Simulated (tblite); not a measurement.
Compound: C6H4ClO2 (doublet state).
Bonds: O1–C2, C2–C3 (aromatic), C3–C4 (aromatic), C4–C5 (aromatic), C5–Cl6, C5–C7 (aromatic), C7–C8 (aromatic), C8–O9, C2–C8 (aromatic). Hydrogens: H10 on C3; H11 on C4; H12 on C7; H13 on O9.
Bond orders are those of one Lewis drawing.

Computed with GFN2-xTB (tblite), gas phase: L-BFGS steps from a force-field or distance-geometry start until the largest atomic force falls under 0.01 eV/Å.

Step 7: E = -748.9275 eV
```
atom  x, y, z in Å  |  force x, y, z in eV/Å
O1      2.0033    1.0258   -1.0424    0.067   0.044  -0.041
C2      0.9336    0.6018   -0.5775   -0.042   0.020  -0.023
C3     -0.3836    0.9725   -1.0034    0.065  -0.023   0.021
C4     -1.4853    0.4303   -0.4109   -0.070  -0.001  -0.001
C5     -1.3578   -0.5059    0.6346    0.048   0.023  -0.026
Cl6    -2.7687   -1.1599    1.3476    0.002   0.018  -0.020
C7     -0.1110   -0.9087    1.0982   -0.025  -0.030   0.023
C8      1.0173   -0.3762    0.5158   -0.015   0.011  -0.005
O9      2.2488   -0.6949    0.8860    0.079  -0.051   0.062
H10    -0.4675    1.6893   -1.8040   -0.025   0.012  -0.014
H11    -2.4715    0.7173   -0.7429   -0.023  -0.032   0.039
H12    -0.0072   -1.6255    1.8970   -0.055  -0.007   0.012
H13     2.8452   -0.1655    0.3055   -0.005   0.016  -0.028
```

Step 8: E = -748.9282 eV
```
atom  x, y, z in Å  |  force x, y, z in eV/Å
O1      2.0050    1.0265   -1.0427    0.009   0.018  -0.018
C2      0.9345    0.6019   -0.5782   -0.019   0.018  -0.005
C3     -0.3834    0.9730   -1.0037    0.039  -0.015   0.005
C4     -1.4867    0.4311   -0.4119   -0.029  -0.012   0.015
C5     -1.3563   -0.5051    0.6338    0.020   0.013  -0.019
Cl6    -2.7687   -1.1590    1.3467    0.018   0.022  -0.024
C7     -0.1102   -0.9100    1.0989   -0.030  -0.005   0.005
C8      1.0186   -0.3766    0.5169   -0.002   0.003  -0.011
O9      2.2512   -0.6957    0.8871    0.031  -0.020   0.028
H10    -0.4691    1.6902   -1.8052   -0.010  -0.009   0.011
H11    -2.4751    0.7165   -0.7419    0.021  -0.035   0.043
H12    -0.0097   -1.6270    1.8989   -0.047   0.012  -0.011
H13     2.8457   -0.1654    0.3050   -0.001   0.009  -0.018
```

Task: Estimate the geometry and energy of step 9. (The exact step hangs on the optimiser's Hessian estimate; all steps are aligned on step 8, rigid shifts and turns removed.)

Result: E = -748.9284 eV, largest force 0.050 eV/Å
```
atom  x, y, z in Å  |  force x, y, z in eV/Å
O1      2.0056    1.0271   -1.0432   -0.014   0.006  -0.005
C2      0.9349    0.6023   -0.5785    0.001   0.007   0.007
C3     -0.3830    0.9729   -1.0037    0.006  -0.012   0.003
C4     -1.4873    0.4312   -0.4121    0.014  -0.005   0.007
C5     -1.3557   -0.5047    0.6333    0.005   0.002  -0.007
Cl6    -2.7685   -1.1584    1.3460    0.017   0.020  -0.022
C7     -0.1102   -0.9104    1.0992   -0.004   0.012  -0.011
C8      1.0192   -0.3767    0.5172   -0.002  -0.005  -0.003
O9      2.2522   -0.6962    0.8878    0.006   0.003   0.002
H10    -0.4698    1.6903   -1.8053   -0.005  -0.013   0.015
H11    -2.4761    0.7157   -0.7409    0.020  -0.029   0.036
H12    -0.0113   -1.6272    1.8994   -0.043   0.013  -0.013
H13     2.8456   -0.1652    0.3045   -0.001   0.001  -0.008
```

The energy changes by -0.0002 eV. The first-order estimate −F·Δx gives -0.0003 eV and the mean of the old and new forces, exact on a quadratic surface, -0.0002 eV. The step makes an angle of 47° with the force vector and moves no atom by more than 0.002 Å.

What follows is the cost of the whole relaxation. On AMD EPYC 9R45, one thread, shared host with 96 logical CPUs at a one-minute load of 38, this took under 0.1 s of wall time.
